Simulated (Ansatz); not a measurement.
CH₃GaOS (`C1[O][GaH][S]1`). Total charge 0; spin multiplicity 1. Correlated methods include outer-core shells of Ga, which these sets cover unevenly. Scalar relativity is left out up to krypton.

Z-matrix (Å, degrees):
```
C
Ga 1 2.433
S 1 1.863 2 59.4
O 1 1.400 2 47.8 3 180.0
H 1 1.094 2 125.1 3 -91.7
H 1 1.094 2 125.1 3 91.7
H 2 1.540 1 166.3 3 -180.0
```

**Question.** Give the diagnostics of a CCSD(T)/def2-TZVPP run (frozen core, the Gaussian-basis code of Ansatz). (Best estimate.)

**Answer.** Ansatz gave: T1 = 0.0159, largest single amplitude 0.040, largest double 0.025, (T) share of the correlation energy 4.4 %, 10 CCSD cycles. The RHF solution is stable towards an unrestricted one. T1 lies under the customary mark of 0.02 for closed shells.
